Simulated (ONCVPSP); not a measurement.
Cr: excitation energies, all-electron against ONCV

```json
{
  "Element": "Cr",
  "Generator": "ONCVPSP 4.0.1",
  "Type": "optimised norm-conserving Vanderbilt (ONCV)",
  "Functional": "PBE",
  "Relativity": "scalar-relativistic",
  "Frozen core": "[Ne] 3s2",
  "Valence charge": "12",
  "Reference configuration": "3p6 3d5 4s0.5 (charge +0.5)",
  "Partial waves": "4s: rc 2.85 bohr, ncon 3, nbas 7, qcut 2.2 1/bohr, 2 projectors, debl 1 Ha; 3p: rc 1.15 bohr, ncon 5, nbas 9, qcut 9.7 1/bohr, 3 projectors, debl 3.7 Ha; 3d: rc 1.15 bohr, ncon 5, nbas 10, qcut 13.2 1/bohr, local",
  "Local potential": "the d channel",
  "Core correction": "Teter function, fcfact 1.75, rcfact 1.7"
}
```

Energies are relative to the spin-unpolarised reference configuration 3p6 3d5 4s0.5; without spin polarisation the order of configurations can differ from experiment.

Problem. Give the all-electron excitation energy and the error of the potential for: 3p6 3d5 4s1; 3p6 3d5 4s0; 3p6 3d4 4s0; 3p6 3d2 4s0.

Solution.

```json
{"valence configuration": "3p6 3d5 4s1", "charge": "0", "ΔE all-electron (eV)": "-2.707", "error AE − PS (meV)": "-1.6"}
{"valence configuration": "3p6 3d5 4s0", "charge": "+1", "ΔE all-electron (eV)": "4.194", "error AE − PS (meV)": "-2.4"}
{"valence configuration": "3p6 3d4 4s0", "charge": "+2", "ΔE all-electron (eV)": "20.247", "error AE − PS (meV)": "-9.0"}
{"valence configuration": "3p6 3d2 4s0", "charge": "+4", "ΔE all-electron (eV)": "99.355", "error AE − PS (meV)": "-183"}
```

Note: ghosts flagged at negative energy: s at -240.7 eV; GHOST(+) flagged for s at 55.0 eV. A true bound ghost makes a file unfit for plane-wave use.
